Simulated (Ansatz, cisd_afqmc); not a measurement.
Species: B₂O₂, charge 0, singlet. B2O2 (oxo(oxoboranyl)borane, SMILES B(=O)B=O).
B3LYP-D3(BJ)/def2-TZVP minimum from Ansatz (a first-principles code):
```xyz
4

O      0.0000     0.0000    -2.0159
B      0.0000     0.0000    -0.8179
B      0.0000     0.0000     0.8179
O      0.0000     0.0000     2.0159
```
Charge 0, spin multiplicity 1.

Atomisation energy term by term, kcal/mol (programs: Ansatz, cisd_afqmc). UHF or UKS for unpaired electrons; spin-orbit terms are left out. Cores are frozen in correlated methods. Rows without X2C or -DK are non-relativistic. AFQMC is phaseless with a CISD trial state; ± is one standard error, without the phaseless bias. Outlying blocks are dropped, and bars are widened where a walk drifts. Over all cases where full CI ran beside it in this data, AFQMC minus full CI had a median of +0.1 mEh and passed +0.4 mEh in a tenth of the cases. CBS(X,Y): correlation extrapolated as X^-3, Hartree-Fock from the larger set (Q,5: extrapolated as (X+1)exp(-9√X)). A bracket is a step between two methods taken in the basis named. '+ core + X2C': CCSD(T) terms for core correlation (cc-pwCVTZ) and scalar relativity (cc-pVTZ-DK). Where a partner has so few electrons that a lower coupled-cluster level is exact, that level stands in.

| term | basis | kcal/mol |
|---|---|---|
| Hartree-Fock | CBS(cc-pVQZ,cc-pV5Z) | 357.13 |
| CCSD correlation | CBS(cc-pVQZ,cc-pV5Z) | 130.78 |
| (T) | CBS(cc-pVQZ,cc-pV5Z) | 15.54 |
| CCSDT(Q) - CCSD(T) | cc-pVTZ | 0.69 |
| core correlation | cc-pwCVTZ | 3.55 |
| scalar relativity | X2C, cc-pVTZ-DK | -0.45 |
| sum: De |  | 507.2 |

The step beyond CCSD(T) by other levels: AFQMC/CISD in cc-pVDZ 1.10 ± 0.30; CCSDT(Q) in cc-pVDZ 1.49; AFQMC/CISD in cc-pVTZ 0.64 ± 0.27; AFQMC/CISD in cc-pVQZ 0.46 ± 0.26 kcal/mol.
